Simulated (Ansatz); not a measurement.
Cl2Sb, charge +1, singlet, at a GFN2-xTB geometry (core potentials on Sb); Ansatz (a first-principles code) with BLYP/def2-SVP.

Input for Ansatz:
Ansatz 0.2 input:
```yaml
crystal:
  periodic: [false, false, false]
  atoms:
    - {symbol: Sb, position_ang: [0.37750143, -0.02033636, 0.45805429]}
    - {symbol: Cl, position_ang: [0.77066814, 0.35397311, -1.77453146]}
    - {symbol: Cl, position_ang: [-1.90317243, -0.29296404, 0.40036859]}
basis:
  gaussian:
    orbitals: def2-SVP
hamiltonian:
  xc: blyp
total_charge: 1
```

What the program printed (banner, timings and long lists left out):

```
Functional definition: BLYP
706 factors; their error is unknown
mean field evaluation 1: about -31561.0936 eV, gradient 4.4e1 eV
mean field evaluation 2: about -31513.5938 eV, gradient 1.2e2 eV
mean field evaluation 4: about -31567.1309 eV, gradient 6.8e0 eV
mean field evaluation 8: about -31567.2568 eV, gradient 5.7e-2 eV
mean field evaluation 16: about -31567.2568 eV, gradient 1.2e-5 eV
mean field -31567.25680267 eV, -1160.0752904430 hartree, gradient 1.2e-5 eV, S^2 0.000000; 0 other end points of the search recorded, 0 dependent functions left out
reference -31567.25706650 eV, -1160.0753001385 hartree; 28, 28 occupied and 34, 34 virtual orbitals, 706 factors
Total energy: -31567.25706650 eV, -1160.0753001385 hartree
```
